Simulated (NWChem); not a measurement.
System: CHOS cation; SMILES [OH+]=C=S

Input file for NWChem:

```
start job
memory heap 200 mb stack 900 mb global 1100 mb
charge 1
geometry units angstroms noautosym nocenter noautoz
  O     -0.118344     1.640700     0.000000
  C      0.003541     0.419766     0.000000
  S      0.022399    -1.074181     0.000000
  H      0.684647     2.204825     0.000000
end
basis spherical
  * library 6-31g*
end
dft
  xc xpbe96 cpbe96
  iterations 150
end
cosmo
  do_cosmo_smd true
  solvent water
end
task dft energy
```

Geometry: optimised at PBE0-D3(BJ)/def2-TZVP. Solvent: water.

Level: PBE/6-31G* with SMD (1 M gas to 1 M solution), gas-phase geometry. Reactions with the solvent are ignored.

**Question.** Predict the main results of this run. (PBE/6-31G* (spherical d), SMD on the gas-phase geometry.) Quantities: solvation free energy (kcal/mol); cavity-dispersion-structure term (kcal/mol).

**Answer.** 
```json
{
  "solvation free energy (kcal/mol)": "-68.3",
  "cavity-dispersion-structure term (kcal/mol)": "3.6"
}
```
